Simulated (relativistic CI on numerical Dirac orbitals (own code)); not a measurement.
**What each ingredient does to the levels of Pm34+**

Base calculation: Dirac-Coulomb-Breit CI, orbitals from a KLI potential per configuration, model QED (radiative potential, 1s self-energy scaled to tabulated hydrogen-like ionisation energies), unscaled Slater integrals.

CI space (outside the closed core [Ne]): 3s2.3p6.3d9, 3s2.3p5.3d10, 3s.3p6.3d10, 3s2.3p6.3d8.4s, 3s2.3p6.3d8.4p, 3s2.3p6.3d8.4d, 3s2.3p4.3d10.4s, 3s2.3p4.3d10.4p, 3s2.3p5.3d9.4s, 3s2.3p6.3d8.4f, 3s2.3p4.3d10.4d, 3s2.3p5.3d9.4p, 3s.3p5.3d10.4s, 3s2.3p6.3d7.4s2, 3s.3p5.3d10.4p, 3s2.3p6.3d7.4s.4p. Levels of other configurations are missing.

The lowest level and the first level of each name with at least 55 % of one term (blank where a level has no safe partner in the second run):

```
                Level  Base (eV)  Shift (eV)
   3s2.3p6.3d9 2D_5/2      0.000       0.000
   3s2.3p6.3d9 2D_3/2     25.475      +0.641
 3s2.3p5.3d10 2P°_3/2    317.089      +1.390
 3s2.3p5.3d10 2P°_1/2    436.041      +2.842
   3s.3p6.3d10 2S_1/2    611.021      +1.249
3s2.3p6.3d8.4s 4F_9/2    920.305      +0.461
3s2.3p6.3d8.4s 2F_7/2    922.672      +0.408
3s2.3p6.3d8.4s 4F_7/2    945.316      +0.979
3s2.3p6.3d8.4s 4F_5/2    945.752      +0.933
3s2.3p6.3d8.4s 4P_3/2    956.225      +0.585
3s2.3p6.3d8.4s 2G_9/2    957.619      +1.275
3s2.3p6.3d8.4s 2P_1/2    957.822      +0.533
3s2.3p6.3d8.4s 2G_7/2    957.917      +1.220
3s2.3p6.3d8.4s 2S_1/2    994.546      +1.073
```

At this charge energies of transitions that change n are usually good to better than 1 %, and those within a shell (Δn = 0) to a few per cent.

Q: One thing was changed in a second run, which moved the levels as shown. Which?
A. P86 correlation estimate
B. Breit term removed
C. QED terms removed
D. non-relativistic limit
E. configuration mixing switched off

A: B. Breit term removed. The Breit term mainly narrows fine-structure intervals, so removing it widens them.

LS names give the leading component of a level, which can be under half, so a name can repeat, a term be missing and a line seem to break the LS rules.
